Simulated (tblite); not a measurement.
Run record: tight-binding relaxation, `[N-]=[C]c1cc([SiH2]N)on1` [radical].

Computed with GFN2-xTB geometry optimisation, gas phase (tblite 0.8.0). Start geometry: from a force field or distance geometry. The command runs a driver script over a list of jobs; the input below is this job's line of settings and its coordinates in Å.

Command:
```bash
OMP_NUM_THREADS=1 python probes_run.py task.json out
```

Input:
```
{"job": {"kind": "relax", "xc": "GFN2-xTB", "basis": "xTB"}, "charge": -1, "multiplicity": 2}
N     -3.332900     1.965600    -0.080000
C     -3.412500     0.694800     0.086500
C     -2.153900    -0.052900     0.189100
C     -0.938600     0.332500    -0.333300
C     -0.073800    -0.696400     0.019400
Si     1.712300    -0.715000    -0.428900
N      2.602100     0.638100     0.342400
O     -0.732100    -1.613300     0.684600
N     -1.993000    -1.247500     0.794400
H     -0.761500     1.239500    -0.862900
H      1.863800    -0.531200    -1.892700
H      2.255500    -2.035300    -0.071800
H      2.150000     1.565000     0.189200
H      2.814000     0.455700     1.341700
```

Output:
```
step      E/eV     max force
  0    -699.65540    6.491
  1    -700.24155    8.008
  2    -700.71534    3.355
  3    -700.97541    3.430
  4    -701.22179    2.406
  5    -701.30457    0.913
  6    -701.36960    0.588
  7    -701.40968    0.657
  8    -701.44306    0.545
  9    -701.47225    0.890
... (108 lines left out)
118    -701.77712    0.027
119    -701.77720    0.018
120    -701.77726    0.025
121    -701.77736    0.034
122    -701.77756    0.046
123    -701.77776    0.035
124    -701.77790    0.023
125    -701.77796    0.014
126    -701.77799    0.012
127    -701.77800    0.008
```

«max force» is the largest atomic force in eV/Å.

**Question.** From which step on does the largest force stay under 0.1 eV/Å, and how much energy is left to gain from there?

**Answer.** From step 113 (0.062 eV/Å), 2.0 meV above the end.

Summary of the converged run: energy lowered by 48.9 kcal/mol over 127 steps; largest atomic force 0.008 eV/Å at the end.

**Question.** Give the final coordinates.

**Answer.** 0.772 Å rms from the input after alignment:
```
atom  x, y, z in Å
N1    -4.1445    1.6494    0.4136
C2    -3.2681    0.9007    0.2510
C3    -2.1734    0.0744    0.0679
C4    -0.8350    0.5052    0.1025
C5    -0.0584   -0.6141   -0.1185
Si6    1.7599   -0.8680   -0.2038
N7     2.6882    0.5951    0.0538
O8    -0.9085   -1.7015   -0.2854
N9    -2.2538   -1.2592   -0.1655
H10   -0.4877    1.5100    0.2690
H11    2.2705   -1.3468   -1.5114
H12    2.3127   -1.7837    0.8225
H13    2.5721    1.2965   -0.6622
H14    2.5252    1.0416    0.9442
```

The run took 0.76 s of wall time on one thread, Arm Neoverse V2 (aarch64), shared host.
Labels such as C1 count atoms from 1, the log's own numbers from 0.
